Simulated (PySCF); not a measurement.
**What builds the first ionisation energy along the 4d series**

Calculated with PySCF 2.14 from differences of total energies of unrestricted determinants, without spin-orbit coupling. Each column adds one step, in eV (sums use unrounded values): valence MP2, valence CCSD, valence triples, then the next inner shell at CCSD(T) (Zr 4s 4p, Nb 4s 4p, Mo 4s 4p, Tc 4s 4p, Ru 4s 4p, Rh 4s 4p, Pd 4s 4p, Ag 4s 4p, Cd 4s 4p). References (NIST) marked * lie between the lowest fine-structure levels; the others compare directly ((s) semi-empirical, (t) theoretical).

```
                                                                                        element    UHF  + MP2  + CCSD  + (T)  + inner shell    sum  reference
  Zr [Kr] 4d2 5s2 → [Kr] 4d2 5s1 (def2-TZVPPD with the def2 core potential (28 electrons), ECP)  5.195  0.905   0.236  0.077          0.158  6.572      6.639
      Nb [Kr] 4d4 5s1 → [Kr] 4d4 (def2-TZVPPD with the def2 core potential (28 electrons), ECP)  6.001  0.443   0.060  0.025          0.237  6.765      6.776
      Mo [Kr] 4d5 5s1 → [Kr] 4d5 (def2-TZVPPD with the def2 core potential (28 electrons), ECP)  6.269  0.528   0.026  0.028          0.214  7.065      7.092
  Tc [Kr] 4d5 5s2 → [Kr] 4d5 5s1 (def2-TZVPPD with the def2 core potential (28 electrons), ECP)  5.542  1.122   0.123  0.094          0.084  6.965      7.119
      Ru [Kr] 4d7 5s1 → [Kr] 4d7 (def2-TZVPPD with the def2 core potential (28 electrons), ECP)  6.301  0.776  -0.048  0.052          0.161  7.242      7.365
      Rh [Kr] 4d8 5s1 → [Kr] 4d8 (def2-TZVPPD with the def2 core potential (28 electrons), ECP)  6.308  0.850  -0.073  0.062          0.140  7.288      7.479
         Pd [Kr] 4d10 → [Kr] 4d9 (def2-TZVPPD with the def2 core potential (28 electrons), ECP)  6.225  2.178  -0.498  0.150         -0.012  8.043      8.512
    Ag [Kr] 4d10 5s1 → [Kr] 4d10 (def2-TZVPPD with the def2 core potential (28 electrons), ECP)  6.359  0.951  -0.125  0.069          0.096  7.351      7.576
Cd [Kr] 4d10 5s2 → [Kr] 4d10 5s1 (def2-TZVPPD with the def2 core potential (28 electrons), ECP)  7.338  1.376  -0.096  0.102          0.066  8.786      8.994
```

What remains against the references is mostly basis incompleteness.

These are valence bases, so the inner-shell step is incomplete.
